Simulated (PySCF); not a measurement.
**C5H6O2: calculation and literature**

Bonds (- single, = double, # triple, : aromatic): C1-O2 1.407 Å, O2-C3 1.355 Å, C3:C4 1.424 Å, C4:C5 1.359 Å, C5:O6 1.339 Å, O6:C7 1.353 Å, C7:C3 1.367 Å. C1 carries H8, H9, H10; C4 carries H11; C5 carries H12; C7 carries H13.

Published estimates (parent shift plus substituent increments) and measurements: δ 1H H12 7.01; H13 6.92; H11 6.02 ppm (estimated from measurements, as parent shift plus tabulated substituent increment; solution, not stated per compound (mostly CDCl3 or CCl4); Pretsch, Buehlmann, Badertscher, Structure Determination of Organic Compounds, 4th ed. (2009)).

Theoretical values (PySCF 2.14): geometry: GFN2-xTB, shieldings: GIAO PBE0/pcSseg-1. Fast rotation and ring inversion assumed for equivalent nuclei, relativity neglected, single conformer, in vacuum.

Task: Set the calculated values beside the experiment.

Result: 
Reference values: estimated from measurements, as parent shift plus tabulated substituent increment (solution, not stated per compound (mostly CDCl3 or CCl4); Pretsch, Buehlmann, Badertscher, Structure Determination of Organic Compounds, 4th ed. (2009)).
```tsv
atoms	quantity	reference	computed	computed, scaled
H12	δ 1H	7.01	7.33	7.01
H13	δ 1H	6.92	7.00	6.71
H11	δ 1H	6.02	6.45	6.19
```

Computed shifts are σ(ref) − σ with the named reference compound (TMS for H and C) calculated as an isolated molecule at the same level. The measured values may be among those fitted. Scaled to experiment by linear calibration (H and C: mostly CDCl3 data, vs TMS): 1H: δ = 30.01 − 0.943σ (rms 0.16 ppm, 131 shifts, 0.17 ppm with the 2 outliers that the fit left out). Occasional misses reach two or three times the rms, and more in compound classes unlike the fitted ones.

Task: How far are the unscaled 1H shifts from the references?

Result: Mean signed difference +0.28 ppm, mean absolute 0.28 ppm over 3 comparisons; the largest is +0.43 ppm at H11 (hydrogen on an aromatic CH).
